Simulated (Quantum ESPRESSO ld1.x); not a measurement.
Results of a calculation; reference values are marked as such.
Q: Valence configurations of the tellurium ion Te+ (all share [Kr]). Level of theory: scalar-relativistic Kohn-Sham, PW91, spin-unpolarised, spherical densities, point nucleus (ld1.x of Quantum ESPRESSO 7.5). Order these by energy: 4d10 5s2 5p3; 4d10 5s1 5p4; 4d7.5 5s2 5p5.5; 4d9.5 5s2 5p3.5; 4d8.5 5s1 5p5.5; 4d10 5p5; 4d9 5s1 5p5; 4d9 5s2 5p4; 4d8 5s1 5p6; 4d8 5s2 5p5.

A: From the lowest, in eV above it: 4d10 5s2 5p3 0.000; 4d10 5s1 5p4 9.868; 4d9.5 5s2 5p3.5 19.122; 4d10 5p5 19.899; 4d9 5s2 5p4 39.519; 4d9 5s1 5p5 50.114; 4d8.5 5s1 5p5.5 72.139; 4d8 5s2 5p5 84.152; 4d8 5s1 5p6 95.437; 4d7.5 5s2 5p5.5 108.39. NIST lists [Kr] 4d10 5s2 5p3 as the ground configuration; this level of theory agrees among the configurations tried. The energies are those of spherical spin-averaged densities, not of single terms.
